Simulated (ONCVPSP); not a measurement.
# What one change does to a pseudopotential (Te (Z = 52), ONCV)

| Item | Value |
| --- | --- |
| Element | Te |
| Generator | ONCVPSP 4.0.1 |
| Type | optimised norm-conserving Vanderbilt (ONCV) |
| Functional | LDA (Perdew-Zunger) |
| Relativity | fully relativistic |
| Frozen core | [Kr] 4d10 |
| Valence charge | 6 |
| Reference configuration | 5s1.5 5p4.5 |
| Partial waves | 5s: rc 1.90 bohr, ncon 3, nbas 7, qcut 3.5 1/bohr, 2 projectors, debl 0.4 Ha; 5p: rc 2.10 bohr, ncon 5, nbas 8, qcut 4.7 1/bohr, 2 projectors, debl 3.8 Ha |
| Local potential | polynomial inside 1.45 bohr (lpopt 5, dvloc0 4 Ha) |
| Core correction | Teter function, fcfact 3.75, rcfact 1.35 |

Open shells are filled in proportion to 2j + 1.

In the s channel the program set the typed energies aside and used -0.578, 0.250 Ha.

Change: local potential polynomial inside 1.55 bohr (lpopt 5, dvloc0 4 Ha).

Cutoffs: the cutoffs (Ha) at which the residual kinetic energy of the hardest occupied pseudo-wave falls to 1 and 0.1 mHa per electron; they do not see the model core or the augmentation charge, which bear on the density cutoff. Errors are all-electron minus pseudo energies relative to the spin-unpolarised reference configuration.

Q: How do hardness, ghosts and transferability respond?

A: The potential gets neither clearly harder nor softer (12 Ha and 38 Ha → 12 Ha and 38 Ha); the lowest positive-energy flag moves from s at 35.7 eV to s at 79.8 eV; the errors of the 4 common tests hardly move; the range in which the s phases agree widens (upper end 1.3 → 2.6); neither file shows a bound ghost.

```csv
quantity,base,changed
"cutoff, loose",12 Ha,12 Ha
"cutoff, tight",38 Ha,38 Ha
bound ghosts,none,none
GHOST(+) flags under 300 eV,"s at 35.7 eV, p3/2 at 158.8 eV, p1/2 at 167.3 eV","s at 79.8 eV, p3/2 at 174.6 eV"
"error for 5s2 5p4, meV [ΔE -4.63 eV]",-3.2,-3.2
"error for 5s2 5p3, meV [ΔE 5.31 eV]",-3.1,-3.2
"error for 5s2 5p2, meV [ΔE 23.51 eV]",-13,-14
"error for 5s1 5p5, meV [ΔE 4.68 eV]",-1.6,-1.6
s: phases at 1.93 bohr within 0.05 rad from the reference energy up to (Ha; the scan ends near 5),1.3,2.6
p3/2: phases at 2.14 bohr within 0.05 rad from the reference energy up to (Ha; the scan ends near 5),4.2,4.2
p1/2: phases at 2.14 bohr within 0.05 rad from the reference energy up to (Ha; the scan ends near 5),4.2,to the end of the scan
"rms error of d²Exc/dni dnj with the model core, mHa",5.62,5.62
```

Base: The cutoffs count occupied waves only; projector 2 of the p channel, the hardest unoccupied one, needs 50 Ha at the loose tolerance. Changed file: The cutoffs count occupied waves only; projector 2 of the p channel, the hardest unoccupied one, needs 50 Ha at the loose tolerance.
